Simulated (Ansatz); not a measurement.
Reaction (redistribution): `[AlH2][NH][SiH2]Cl` + `C[SiH2][SiH2]O` → `O[SiH2][AlH2]` + `C[SiH2]N[SiH2]Cl`

Calculated with Ansatz (gas phase, PBE0-D4/def2-TZVP geometries, no zero-point term in ΔE). CCSD(T)/CBS adds triple-zeta CCSD(T) − MP2 to the extrapolated MP2 energy (def2 sets, frozen cores). Functionals use def2-TZVPP. B3LYP here is the variant with VWN-RPA as its local correlation; programs differ in this. HSE06 is defined as in plane-wave codes. Each species was taken in one conformer, which may not be the lowest.

```tsv
level	ΔE (kJ/mol)	difference from CCSD(T)/CBS
PBE-D4	50.7	2.3
r2SCAN-D4	53.5	5.1
r2SCANh-D4	52.2	3.8
r2SCAN0-D4	50.4	2.0
CAM-B3LYP-D4	48.2	-0.2
revPBE	51.7	3.3
PBE0	48.6	0.2
B3LYP	50.5	2.1
HSE06	48.5	0.1
MP2/def2-TZVPP	51.5	3.1
CCSD(T)/CBS	48.4	0
```

Largest T1 diagnostic among the species: 0.012.

From BLYP to BHLYP (50 % exact exchange), in def2-TZVPP and without D4, ΔE moves by −6.4 kJ/mol. Leaving LDA and LC-ωPBE aside and taking each functional with its dispersion term where it has one, the values, not all of them listed here, spread over 8.4 kJ/mol, from BHLYP-D4 to B97M-V. In def2-TZVPP, CCSD(T) changes the Hartree–Fock value by +8.1 kJ/mol (the triples alone add +1.8 kJ/mol) and MP2 by +10.4 kJ/mol.
